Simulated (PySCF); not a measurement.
A structure optimised at r2SCAN-D4/def2-TZVPD, used in a PySCF frequency run:

```
Mg
H 1 1.6880
Cl 1 2.1897 2 180.00
```
Charge 0, spin multiplicity 1.

### Question
Write its SMILES, formula and point group.

### Answer
[MgH][Cl], ClHMg, C∞v

### Question
What are its rotational constants (standard atomic weights)?

### Answer
6.4805 GHz (linear rotor, B only)
